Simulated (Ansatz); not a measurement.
Wavefunction ladder for CH$_{7}$NO$_{3}$Ti (`C[NH][Ti]([OH])([OH])[OH]`)

```
atom   x (Å)   y (Å)   z (Å)
  C1  -0.260  -1.705   1.056
  N2   0.366  -0.965  -0.014
 Ti3   0.235   0.862  -0.403
  O4  -1.190   1.188  -1.469
  O5   1.744   1.320  -1.288
  O6  -0.017   1.731   1.166
  H7  -0.923  -2.494   0.680
  H8  -0.864  -1.031   1.668
  H9   0.478  -2.171   1.719
 H10   1.018  -1.524  -0.551
 H11  -1.833   0.588  -1.846
 H12   1.869   1.769  -2.124
 H13  -0.623   2.432   1.407
```

Total charge 0; spin multiplicity 1. Correlated methods include outer-core shells of Ti, which these sets cover unevenly. Scalar relativity is left out up to krypton. Geometry: relaxed with PBE0-D4/def2-TZVP. It is one conformer, not always the lowest. Frozen core, restricted reference, Ansatz.

```json
{"basis": "def2-SVP", "HF (Eh)": "-1169.18381", "MP2 corr.": "-1.20050"}
{"basis": "def2-TZVPP", "HF (Eh)": "-1169.70710", "MP2 corr.": "-1.55763"}
{"basis": "def2-QZVPP", "HF (Eh)": "-1169.73746", "MP2 corr.": "-1.67899"}
```

Question: Estimate the CCSD correlation energy and the (T) correction in each basis where they were run (hartree).

Answer: 
```tsv
basis	CCSD corr.	(T)
def2-SVP	-1.22677	-0.04662
```
